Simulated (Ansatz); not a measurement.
Born–Oppenheimer molecular dynamics of ClH3OSn (6 atoms, charge 0, multiplicity 1). It starts at the highest image of a converged band. Of that band: Beside the main top the profile has a ripple of under 15 meV (maxima at images 1, 5), which may be a very shallow well or noise. A vibrational analysis at the climbing image gives one clearly imaginary mode, 973i cm⁻¹: a first-order saddle point.

Method: Ansatz 0.2.0, RKS B3LYP-D4/def2-SVP.

* ensemble: NVE (velocity Verlet)
* time step: 0.5 fs
* steps asked: 200
* starting velocities drawn for: 300 K
* seed: 6511

Frames 2.5 fs apart, positions in Å.

Velocities at 45 fs (Å/ps):

```
Sn 1.55 0.40 2.70
Cl -7.22 -0.41 -13.74
H 60.50 0.19 15.47
H 17.72 -7.95 73.63
O -0.68 -1.51 2.29
H 4.28 -0.74 39.87
```

```xyz
6
Properties=species:S:1:pos:R:3 time_fs=45 energy_less_start_eV=-0.946 T=2129
Sn 0.290 0.014 -0.298
Cl 1.306 0.025 1.907
H 0.631 -0.317 -2.041
H -0.562 1.522 0.156
O -0.626 -1.765 -0.347
H -1.576 -1.758 -0.119
6
Properties=species:S:1:pos:R:3 time_fs=47.5 energy_less_start_eV=-1.052 T=2334
Sn 0.294 0.015 -0.292
Cl 1.288 0.024 1.872
H 0.801 -0.297 -1.971
H -0.515 1.483 0.318
O -0.630 -1.768 -0.341
H -1.549 -1.761 -0.016
6
Properties=species:S:1:pos:R:3 time_fs=50 energy_less_start_eV=-1.139 T=2503
Sn 0.297 0.016 -0.285
Cl 1.272 0.022 1.837
H 0.999 -0.243 -1.849
H -0.473 1.412 0.423
O -0.635 -1.770 -0.335
H -1.500 -1.769 0.094
6
Properties=species:S:1:pos:R:3 time_fs=52.5 energy_less_start_eV=-1.138 T=2501
Sn 0.300 0.017 -0.278
Cl 1.257 0.019 1.803
H 1.214 -0.165 -1.697
H -0.455 1.336 0.464
O -0.641 -1.770 -0.329
H -1.449 -1.780 0.215
6
Properties=species:S:1:pos:R:3 time_fs=55 energy_less_start_eV=-1.084 T=2396
Sn 0.302 0.017 -0.272
Cl 1.245 0.016 1.772
H 1.437 -0.073 -1.542
H -0.487 1.288 0.446
O -0.648 -1.767 -0.323
H -1.382 -1.794 0.330
6
Properties=species:S:1:pos:R:3 time_fs=57.5 energy_less_start_eV=-1.054 T=2338
Sn 0.304 0.017 -0.266
Cl 1.236 0.012 1.745
H 1.649 0.024 -1.388
H -0.583 1.291 0.376
O -0.656 -1.762 -0.317
H -1.286 -1.806 0.423
6
Properties=species:S:1:pos:R:3 time_fs=60 energy_less_start_eV=-0.990 T=2214
Sn 0.306 0.017 -0.261
Cl 1.230 0.007 1.723
H 1.814 0.120 -1.232
H -0.727 1.328 0.253
O -0.664 -1.756 -0.311
H -1.180 -1.818 0.507
6
Properties=species:S:1:pos:R:3 time_fs=62.5 energy_less_start_eV=-0.870 T=1982
Sn 0.307 0.016 -0.258
Cl 1.228 0.001 1.708
H 1.906 0.209 -1.077
H -0.880 1.357 0.071
O -0.671 -1.747 -0.307
H -1.072 -1.832 0.586
6
Properties=species:S:1:pos:R:3 time_fs=65 energy_less_start_eV=-0.780 T=1808
Sn 0.307 0.016 -0.256
Cl 1.229 -0.005 1.700
H 1.919 0.283 -0.940
H -0.999 1.345 -0.159
O -0.678 -1.737 -0.303
H -0.951 -1.849 0.634
6
Properties=species:S:1:pos:R:3 time_fs=67.5 energy_less_start_eV=-0.763 T=1776
Sn 0.307 0.017 -0.255
Cl 1.232 -0.011 1.700
H 1.876 0.342 -0.846
H -1.057 1.276 -0.413
O -0.685 -1.727 -0.298
H -0.824 -1.875 0.651
6
Properties=species:S:1:pos:R:3 time_fs=70 energy_less_start_eV=-0.812 T=1871
Sn 0.305 0.018 -0.256
Cl 1.238 -0.017 1.708
H 1.819 0.388 -0.820
H -1.048 1.156 -0.667
O -0.691 -1.715 -0.293
H -0.701 -1.920 0.662
6
Properties=species:S:1:pos:R:3 time_fs=72.5 energy_less_start_eV=-0.925 T=2088
Sn 0.302 0.020 -0.259
Cl 1.246 -0.023 1.724
H 1.793 0.427 -0.874
H -0.985 1.008 -0.900
O -0.695 -1.704 -0.287
H -0.585 -1.986 0.652
```

Of the whole run (100 fs, mean temperature of the second half 2156 K): The conserved energy stayed within 0.13 meV per atom of its start (net change -0.048 meV per atom), so the integration is sound. The kinetic energy rose, since the run started high on the potential surface and went downhill. A run of 0.1 ps of so small a system gives no equilibrium averages. The orbitals stay closed-shell, which can raise the energy where a bond breaks towards radicals; this wasn't checked here.

Time of the run: 11 min on 1 thread of Arm Neoverse V2, with other jobs on the host, peak memory 0.14 GiB.
